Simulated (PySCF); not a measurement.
# The 3-electron isoelectronic series, non-relativistic

Calculated with PySCF 2.14 from differences of total energies of unrestricted determinants, without spin-orbit coupling. Each ion has its own even-tempered basis scaled to its charge (17s8p5d5f4g for the first); frozen: nothing. Ionisation energies in eV, correlation energies of the ion in mhartree.

| ion | configuration | UHF | LDA | PBE | PBE0 | r2SCAN | MP2 (all electrons) | E_corr MP2 | NIST (with spin-orbit, Breit and QED) |
| --- | --- | --- | --- | --- | --- | --- | --- | --- | --- |
| Nd(57+) | [He] 2s1 (2S) | 11602.2 | 11594.5 | 11607.2 | 11606.0 | 11598.9 | 11602.4 | -51.8 | 12341.66 ± 0.07 (t) |
| Sm(59+) | [He] 2s1 (2S) | 12410.5 | 12402.5 | 12415.7 | 12414.4 | 12407.1 | 12410.7 | -51.8 | 13262.85 ± 0.09 (t) |
| Gd(61+) | [He] 2s1 (2S) | 13246.0 | 13237.7 | 13251.3 | 13250.1 | 13242.4 | 13246.2 | -51.9 | 14224.57 ± 0.1 (t) |
| Dy(63+) | [He] 2s1 (2S) | 14108.8 | 14100.1 | 14114.2 | 14112.9 | 14105.0 | 14108.9 | -51.9 | 15228.06 ± 0.11 (t) |
| Er(65+) | [He] 2s1 (2S) | 14998.7 | 14989.7 | 15004.3 | 15003.0 | 14994.8 | 14998.9 | -51.9 | 16274.56 ± 0.12 (t) |
| Yb(67+) | [He] 2s1 (2S) | 15915.8 | 15906.6 | 15921.6 | 15920.2 | 15911.8 | 15916.0 | -51.9 | 17365.44 ± 0.15 (t) |
| Hf(69+) | [He] 2s1 (2S) | 16860.2 | 16850.6 | 16866.1 | 16864.7 | 16856.0 | 16860.4 | -51.9 | 18502.32 ± 0.17 (t) |
| W(71+) | [He] 2s1 (2S) | 17831.7 | 17821.9 | 17837.8 | 17836.4 | 17827.5 | 17831.9 | -51.9 | 19686.74 ± 0.2 (t) |
| Os(73+) | [He] 2s1 (2S) | 18830.5 | 18820.3 | 18836.8 | 18835.3 | 18826.1 | 18830.7 | -52.0 | 20920.6 ± 0.22 (t) |
| Pt(75+) | [He] 2s1 (2S) | 19856.5 | 19846.0 | 19862.9 | 19861.4 | 19852.0 | 19856.7 | -52.0 | 22205.7 ± 0.3 (t) |

Each ion has its own basis, which adds noise of up to about 0.1 % along the series.

NIST values marked (s) are semi-empirical, (t) theoretical. Open shells are high-spin determinants of the terms that Hund's rules give.

All relativistic terms are absent from the calculated values; where these lie close to NIST, scalar and spin-orbit shifts of opposite sign can cancel.
